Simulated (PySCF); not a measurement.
Compound: C5H11NSi.
Geometry (PBE0-D3(BJ)/def2-SVP, Å), atoms numbered from 1 in this order:
```xyz
18
C5H11NSi angstrom
C      3.140   -1.163   -0.181
C      1.734   -0.974    0.135
C      0.562   -0.818    0.407
C     -0.861   -0.599    0.699
N     -1.580    0.150   -0.312
C     -1.765   -0.556   -1.558
Si    -1.562    1.890   -0.282
H      3.268   -1.592   -1.188
H      3.618   -1.849    0.537
H      3.689   -0.210   -0.150
H     -0.953   -0.077    1.668
H     -1.354   -1.580    0.840
H     -0.810   -0.799   -2.065
H     -2.303   -1.506   -1.389
H     -2.371    0.048   -2.251
H     -1.675    2.311    1.147
H     -2.732    2.373   -1.075
H     -0.334    2.540   -0.856
```

The closed-shell ground state was solved at several levels (PySCF, density fitting, gas phase, non-relativistic).

```json
{"level": "KT3/pcSseg-1", "basis functions": "181", "total energy (Eh)": "-547.6260", "HOMO (eV)": "-5.32", "LUMO (eV)": "-0.25", "gap (eV)": "5.07", "dipole (D)": "1.11"}
{"level": "CAM-B3LYP/def2-SVPD", "basis functions": "232", "total energy (Eh)": "-540.9324", "HOMO (eV)": "-7.89", "LUMO (eV)": "1.08", "gap (eV)": "8.97", "dipole (D)": "1.16"}
```

**Question.** Estimate the row for PBE0/pcSseg-1, a basis of 181 functions; the other rows only guide the guess.

**Answer.** Total energy -540.8587 Eh, HOMO -6.52 eV, LUMO 0.62 eV, gap 7.14 eV, dipole 1.19 D.

**Question.** Over all these levels, which gives the widest orbital gap and which the narrowest?

**Answer.** CAM-B3LYP/def2-SVPD (range-separated hybrid) has the widest, 8.97 eV, and KT3/pcSseg-1 (GGA) the narrowest, 5.07 eV. Functional and basis both differ between the two, so the spread mixes both effects.

**Question.** How far do the dipole and the HOMO energy spread over the levels?

**Answer.** The dipole runs from 1.11 to 1.19 D (mean 1.15 D) and the HOMO from -7.89 to -5.32 eV.

One conformer stands for the species.
